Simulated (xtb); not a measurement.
Si(H)2(OH)(SiH3) (H6OSi2), SMILES O[SiH2][SiH3]. All values are semi-empirical tight-binding results from xtb (GFN2-xTB unless named), good for trends rather than for accurate numbers. Geometry optimised at GFN2-xTB. One conformer was computed; it need not be the lowest.

Optimised geometry:

```xyz
9

Si    -0.8374    -0.2176     0.1423
O     -1.3349     1.2571    -0.3497
Si     1.4522    -0.4365     0.0053
H     -1.3362    -0.4417     1.5089
H     -1.6081    -1.0488    -0.7776
H     -1.0417     2.0654     0.0595
H      2.1793     0.6553     0.6727
H      1.9667    -0.4534    -1.3683
H      1.9119    -1.6762     0.6362
```
Charge 0, spin multiplicity 1.

### Question
Estimate the properties. (An estimate is asked for; the answer gives what the named calculation found.)

### Answer

```json
{
 "orbital_gap": "4.44 eV",
 "dipole_moment": "1.20 D",
 "zero_point_energy": "33.3 kcal/mol",
 "G − E(el) at 298.15 K (modified RRHO)": "14.8 kcal/mol",
 "static polarisability (D4 model)": "65.9 bohr³",
 "solvation energy, GFN2-xTB/ALPB(water)": "-3.7 kcal/mol",
 "solvation energy, GFN2-xTB/ALPB(octanol)": "-5.0 kcal/mol"
}
```

### Question
Give the atomic charges and the Wiberg bond orders between heavy atoms. (Estimate from the structure and the level; the computed values follow.)

### Answer
charges (e) Si1 0.43, O2 -0.49, Si3 0.36, H4 -0.12, H5 -0.10, H6 0.29, H7 -0.12, H8 -0.12, H9 -0.13. Bond orders Si1–O2 1.19, Si1–Si3 0.83.
